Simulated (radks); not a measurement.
Radial electron density D(r) = 4 pi r^2 rho(r) of an atom or ion with 50 electrons. All-electron calculation, scalar-relativistic Kohn-Sham, LDA (Slater exchange, Perdew-Wang correlation), spin-polarised, spherical densities, point nucleus. Program: a radial shooting solver on a logarithmic mesh with Libxc functionals.

```
   r/bohr * D(r) (the largest magnitude, 81.2, reaches the edge; | marks zero)
 0.001577 | *
  0.00212 |   *
  0.00285 |     *
 0.003832 |         *
 0.005152 |              *
 0.006927 |                    *
 0.009313 |                            *
  0.01252 |                                    *
  0.01683 |                                          *
  0.02263 |                                          *
  0.03043 |                                       *
  0.04091 |                                     *
    0.055 |                                          *
  0.07395 |                                                    *
  0.09942 |                                                      *
   0.1337 |                                            *
   0.1797 |                                      *
   0.2416 |                                            *
   0.3249 |                                       *
   0.4368 |                    *
   0.5872 |             *
   0.7895 |               *
    1.061 |          *
    1.427 |    *
    1.919 | *
     2.58 |*
    3.468 |*
    4.663 *
    6.269 *
    8.428 *
    11.33 *
```

What is the nuclear charge?

Answer. Z = 50. The innermost maximum, from 1s, lies near gamma/Z bohr with gamma = sqrt(1 - (Z/c)^2) = 0.931, here 0.0186 bohr (found: 0.0204), and its height grows with Z. The density is that of neutral tin in [Kr] 4d10 5s2 5p2; the configuration itself is not fixed sharply by these data, and Z only to a few units. D(r) has 4 maxima, at r = 0.0204, 0.0903, 0.264, 0.777 bohr, and minima at 0.0399, 0.173, 0.573 bohr, inside which lie 1.99, 11.16, 29.05 electrons.
